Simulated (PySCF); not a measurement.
Level of theory: PBE-D3(BJ)/def2-TZVP // B3LYP-D3(BJ)/def2-TZVP in PySCF 2.14.0. All species are isolated molecules in the gas phase. One relaxed conformer stands for a flexible species; it need not be the lowest. 

Reference species (SMILES): `C=CCC=C` (C–C–C–C torsion 117°, C–C–C–C torsion 117°) (neutral, multiplicity 1).

The HOMO is -6.27 eV, the LUMO is -1.17 eV and the HOMO–LUMO gap is 5.11 eV.

After one change: the HOMO rises by 0.57 eV; the LUMO rises by 0.64 eV; the HOMO–LUMO gap goes up by 0.07 eV.

What was changed between the two runs? The new species is one of these.
A) `CCC1C=C1` (C–C–C–C torsion 147°)
B) `CC1(C)C=C1`
C) `C=C/C=C\C` (C–C–C–C torsion 180°)
D) `CC1=C[C@@H]1C`

D, `CC1=C[C@@H]1C`
